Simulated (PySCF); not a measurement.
# Basis and Hamiltonian dependence of the ionisation energy of Hg⁺

Hg⁺ [Xe] 4f14 5d10 6s1 (2S) → Hg²⁺ [Xe] 4f14 5d10 (1S). Calculated with PySCF 2.14 from differences of total energies of unrestricted determinants, without spin-orbit coupling. Values in eV.

```tsv
basis	Hamiltonian	functions	UHF	r2SCAN	PBE0	MP2 (valence)	CCSD(T) (valence)	CCSD(T) (valence and next inner shell)
def2-SVP with the def2 core potential (60 electrons)	ECP	32	17.160	n/a	n/a	18.444	18.303	n/a
def2-TZVP with the def2 core potential (60 electrons)	ECP	43	17.144	n/a	n/a	18.500	18.353	n/a
aug-cc-pVDZ-PP with ECP60MDF	ECP	54	17.071	18.895	18.700	18.493	18.337	n/a
def2-TZVPPD with the def2 core potential (60 electrons)	ECP	62	17.144	19.038	18.816	18.625	18.451	18.573
cc-pVTZ-PP with ECP60MDF	ECP	63	17.099	18.996	18.769	18.595	n/a	n/a
aug-cc-pwCVDZ-PP with ECP60MDF	ECP	70	17.120	19.006	18.785	18.598	18.420	18.553
ANO-RCC-VTZP	spin-free X2C	84	17.135	19.107	18.828	18.646	18.498	18.603
aug-cc-pVTZ-PP with ECP60MDF	ECP	88	17.111	19.010	18.782	18.669	18.504	n/a
def2-QZVPPD with the def2 core potential (60 electrons)	ECP	88	17.148	19.041	18.815	18.677	18.506	18.629
x2c-TZVPPall	spin-free X2C	97	17.097	18.965	18.704	18.512	18.365	18.454
x2c-TZVPPall with one added diffuse shell each of s, p, d, f type	spin-free X2C	113	17.097	18.975	18.712	18.549	18.404	18.495
aug-cc-pVTZ-PP with one added diffuse shell each of s, p, d, f, g type with ECP60MDF	ECP	113	17.114	19.014	18.785	18.680	n/a	n/a
aug-cc-pwCVTZ-PP with ECP60MDF	ECP	122	17.125	19.030	18.797	18.694	18.526	n/a
```

Q: Estimate the row for cc-pVDZ-PP with ECP60MDF (ECP, 38 functions).

A: From the rows with the same Hamiltonian and similar size; the calculation gives UHF 17.04; MP2 (valence) 18.19; CCSD(T) (valence) 18.05 (eV).

Frozen in the all-electron rows: valence: [Xe] 4f14; valence and next inner shell: [Kr] 4d10 4f14; with a core potential, the same shells as far as they lie outside it.

Reference for a calculation without spin-orbit coupling: 18.757 eV (measured, between term centres; NIST).
